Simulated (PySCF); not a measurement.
**UHF on Bi(75+) (bismuth, charge +75)**

Configuration: [He] 2s2 2p4, high-spin 3P determinant. Computed with PySCF 2.14 in an even-tempered Gaussian basis (18 s from 56 bohr⁻², ratio 2.2; 13 p from 72 bohr⁻², ratio 2.2; 5 d from 280 bohr⁻², ratio 2.4; 5 f from 420 bohr⁻², ratio 2.4; 4 g from 630 bohr⁻², ratio 2.4), with the spin-free X2C one-electron Hamiltonian (Gaussian nucleus).

```json
{"Total energy": "-12752.701555 hartree", "One-electron energy": "-13273.8509 hartree", "Hartree (Coulomb) energy": "659.2416 hartree", "Exchange energy": "-138.0922 hartree", "⟨S²⟩": "2.0000", "⟨L²⟩": "2.000", "Sum of ⟨r⟩": "0.3898 bohr", "Sum of ⟨r²⟩": "0.02687 bohr²", "Traceless quadrupole moment −½Σ⟨3z² − r²⟩ along its main axis": "-0.00165 e·bohr²"}
```

```json
{"shell": "1s α", "electrons": "1", "mean orbital energy (eV)": "-99245.6", "spread (eV)": "0", "rms radius, mean of both spins (bohr)": "0.0177"}
{"shell": "1s β", "electrons": "1", "mean orbital energy (eV)": "-99172.5", "spread (eV)": "0", "rms radius, mean of both spins (bohr)": "0.0177"}
{"shell": "2s α", "electrons": "1", "mean orbital energy (eV)": "-23919.2", "spread (eV)": "0", "rms radius, mean of both spins (bohr)": "0.0700"}
{"shell": "2s β", "electrons": "1", "mean orbital energy (eV)": "-23770.3", "spread (eV)": "0", "rms radius, mean of both spins (bohr)": "0.0700"}
{"shell": "2p α", "electrons": "3", "mean orbital energy (eV)": "-21702.6", "spread (eV)": "48.672", "rms radius, mean of both spins (bohr)": "0.0641"}
{"shell": "2p β", "electrons": "1", "mean orbital energy (eV)": "-21622.2", "spread (eV)": "0", "rms radius, mean of both spins (bohr)": "0.0641"}
```

Spin-orbit coupling is strong in this species (close to jj coupling), so the high-spin LS determinant is a model state, not a physical level.

Densities and radii are taken from the X2C orbitals without a picture-change correction, which distorts them close to the nucleus.

Spin-orbit constants ζ (cm⁻¹) from the X2C one-electron operator on these orbitals: bare nucleus, nucleus screened by l(l+1)(2l+1)/3 electrons, and screened by the Breit-Pauli mean field of the electrons.

```json
{"shell": "2p", "bare": "12080000", "screened nucleus": "11790000", "mean field": "11720000"}
```

To first order the Landé constant is A = -5861000 cm⁻¹, so the lowest level has J = 2 and lies 727 eV below the centre of the term. This holds in LS coupling only, and this species is close to jj coupling.
